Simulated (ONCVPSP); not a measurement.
**Os: one change to an ONCV potential, before and after**

```
Element                 : osmium (Os)
Generator               : ONCVPSP 4.0.1
Type                    : optimised norm-conserving Vanderbilt (ONCV)
Functional              : PBE
Relativity              : scalar-relativistic
Frozen core             : [Kr] 4d10 4f14
Valence charge          : 16
Reference configuration : 5s2 5p6 5d6 6s2
Partial waves           : 5s+6s: rc 1.55 bohr, ncon 4, nbas 7, qcut 8.7 1/bohr, 3 projectors, debl 2.9 Ha; 5p: rc 2.00 bohr, ncon 5, nbas 8, qcut 6.7 1/bohr, 2 projectors, debl 3.8 Ha; 5d: rc 2.40 bohr, ncon 3, nbas 8, qcut 6.7 1/bohr, 1 projector
Local potential         : polynomial inside 1.45 bohr (lpopt 1, dvloc0 0 Ha)
Core correction         : Teter function, fcfact 6, rcfact 1.55
```

Change: local potential polynomial inside 1.45 bohr (lpopt 1, dvloc0 5 Ha).

Cutoffs: the cutoffs (Ha) at which the residual kinetic energy of the hardest occupied pseudo-wave falls to 1 and 0.1 mHa per electron; they do not see the model core or the augmentation charge, which bear on the density cutoff. Errors are all-electron minus pseudo energies relative to the spin-unpolarised reference configuration.

Q: How do hardness, ghosts and transferability respond?

A: The potential gets neither clearly harder nor softer (26 Ha and 30 Ha → 26 Ha and 30 Ha); of the 4 tests that both files solve, the error grows in 0 and shrinks in 1 by more than 15 % and 0.3 meV (median size 13.9 → 12.2 meV); neither file shows a bound ghost.

```tsv
quantity	base	changed
cutoff, loose	26 Ha	26 Ha
cutoff, tight	30 Ha	30 Ha
bound ghosts	none	none
GHOST(+) flags under 300 eV	none	none
error for 5s2 5p6 5d6 6s1, meV [ΔE 9.58 eV]	-5.1	-4.9
error for 5s2 5p6 5d6 6s0, meV [ΔE 26.49 eV]	-20	-20
error for 5s2 5p6 5d5 6s0, meV [ΔE 55.34 eV]	-39	-37
error for 5s2 5p6 5d6 6s1 6p1, meV [ΔE 5.06 eV]	-7.9	-0.3
s: phases at 1.57 bohr within 0.05 rad from the reference energy up to (Ha; the scan ends near 5)	to the end of the scan	to the end of the scan
p: phases at 2.03 bohr within 0.05 rad from the reference energy up to (Ha; the scan ends near 5)	to the end of the scan	to the end of the scan
d: phases at 2.43 bohr within 0.05 rad from the reference energy up to (Ha; the scan ends near 5)	1.1	1.2
rms error of d²Exc/dni dnj with the model core, mHa	3.16	3.16
```
